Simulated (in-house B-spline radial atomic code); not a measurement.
Relativistic effects in the cadmium ion Cd²⁺, [Kr] 4d10: non-relativistic Hartree-Fock (point nucleus) against Dirac-Hartree-Fock (Fermi nucleus of rms radius 4.6087 fm), both averages of the configuration, computed with an all-electron radial atomic-structure program (B-spline basis).

```json
{"orbital": "1s1/2", "ε NR (Eh)": "-955.98", "ε Dirac (Eh)": "?", "<r> NR (bohr)": "0.0317", "<r> Dirac (bohr)": "?", "change of <r> (%)": "?"}
{"orbital": "2s1/2", "ε NR (Eh)": "-142.66", "ε Dirac (Eh)": "-150.48", "<r> NR (bohr)": "0.1371", "<r> Dirac (bohr)": "0.1311", "change of <r> (%)": "-4.4"}
{"orbital": "2p1/2", "ε NR (Eh)": "-132.7", "ε Dirac (Eh)": "-139.7", "<r> NR (bohr)": "0.1173", "<r> Dirac (bohr)": "0.1113", "change of <r> (%)": "-5.1"}
{"orbital": "2p3/2", "ε NR (Eh)": "-132.7", "ε Dirac (Eh)": "-132.59", "<r> NR (bohr)": "0.1173", "<r> Dirac (bohr)": "0.1165", "change of <r> (%)": "-0.7"}
{"orbital": "3s1/2", "ε NR (Eh)": "-28.363", "ε Dirac (Eh)": "-29.995", "<r> NR (bohr)": "0.3689", "<r> Dirac (bohr)": "0.3561", "change of <r> (%)": "-3.5"}
{"orbital": "3p1/2", "ε NR (Eh)": "-24.253", "ε Dirac (Eh)": "?", "<r> NR (bohr)": "0.3611", "<r> Dirac (bohr)": "?", "change of <r> (%)": "?"}
{"orbital": "3p3/2", "ε NR (Eh)": "-24.253", "ε Dirac (Eh)": "-24.322", "<r> NR (bohr)": "0.3611", "<r> Dirac (bohr)": "0.3587", "change of <r> (%)": "-0.7"}
{"orbital": "3d3/2", "ε NR (Eh)": "-16.729", "ε Dirac (Eh)": "-16.678", "<r> NR (bohr)": "0.3335", "<r> Dirac (bohr)": "0.3315", "change of <r> (%)": "-0.6"}
{"orbital": "3d5/2", "ε NR (Eh)": "-16.729", "ε Dirac (Eh)": "-16.415", "<r> NR (bohr)": "0.3335", "<r> Dirac (bohr)": "0.335", "change of <r> (%)": "+0.5"}
{"orbital": "4s1/2", "ε NR (Eh)": "-5.1038", "ε Dirac (Eh)": "-5.4203", "<r> NR (bohr)": "0.9155", "<r> Dirac (bohr)": "0.8867", "change of <r> (%)": "-3.1"}
{"orbital": "4p1/2", "ε NR (Eh)": "-3.7141", "ε Dirac (Eh)": "-3.9523", "<r> NR (bohr)": "0.9791", "<r> Dirac (bohr)": "0.947", "change of <r> (%)": "-3.3"}
{"orbital": "4p3/2", "ε NR (Eh)": "-3.7141", "ε Dirac (Eh)": "-3.7282", "<r> NR (bohr)": "0.9791", "<r> Dirac (bohr)": "0.9751", "change of <r> (%)": "-0.4"}
{"orbital": "4d3/2", "ε NR (Eh)": "-1.4214", "ε Dirac (Eh)": "-1.4166", "<r> NR (bohr)": "1.231", "<r> Dirac (bohr)": "1.23", "change of <r> (%)": "-0.1"}
{"orbital": "4d5/2", "ε NR (Eh)": "-1.4214", "ε Dirac (Eh)": "-1.3872", "<r> NR (bohr)": "1.231", "<r> Dirac (bohr)": "1.247", "change of <r> (%)": "+1.3"}
```

**Question.** What happens to 1s1/2?

**Answer.** Its energy goes to -988.04 hartree and <r> to 0.03039 bohr (-4.14 %).

**Question.** What happens to 3p1/2?

**Answer.** Its energy goes to -25.631 hartree and <r> to 0.3481 bohr (-3.60 %).

**Question.** What explains the pattern of contraction and expansion?

**Answer.** Expansion is seen in 3d5/2, 4d5/2. The s and p1/2 orbitals contract directly, screen the nucleus better, and so push out orbitals that have little density near the nucleus; spin-orbit coupling adds to this for j = l + 1/2 and opposes it for j = l - 1/2.

**Question.** By how much does the total energy change?

**Answer.** By -128.14 hartree, from -5464.334 to -5592.477.
